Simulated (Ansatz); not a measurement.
`C=C[Se]CC` + H₂ → `CC[SeH]` + `C=C`  (hydrogenolysis of the Se–C bond)

Calculated with Ansatz (gas phase, PBE0-D4/def2-TZVP geometries, no zero-point term in ΔE). CBS: MP2 limit from def2 TZ/QZ plus the TZ coupled-cluster correction, frozen cores. This one scheme is used for every species. Functionals use def2-TZVPP. For Se outer-core shells are correlated without core-valence functions, which leaves a few kJ/mol of doubt a bond. Scalar relativity is left out up to krypton. Each species was taken in one conformer, which may not be the lowest.

```json
{"level": "r2SCAN-D4", "ΔE (kJ/mol)": "-40.7"}
{"level": "PBE0-D4", "ΔE (kJ/mol)": "-45.2"}
{"level": "SCS-MP2/def2-QZVPP", "ΔE (kJ/mol)": "-45.3"}
{"level": "CCSD/CBS(def2)", "ΔE (kJ/mol)": "-55.3"}
```

Problem. What does CCSD(T)/CBS give? (Best estimate.)

Solution. The calculation gave: -46.9 kJ/mol. The listed levels differ from it by 6.2, 1.7, 1.6, -8.4 kJ/mol.

Largest T1 diagnostic among the species: 0.011.

The D4 term adds +15.3 kJ/mol with B3LYP and +8.5 kJ/mol with PBE0; it sums over pairs of atoms, weighted by their polarisabilities, and B3LYP, whose exchange is more repulsive, gets the larger term. In def2-TZVPP, CCSD(T) changes the Hartree–Fock value by +39.1 kJ/mol (the triples alone add +8.4 kJ/mol) and MP2 by +50.9 kJ/mol.

B3LYP here is the variant with VWN-RPA as its local correlation; programs differ in this.
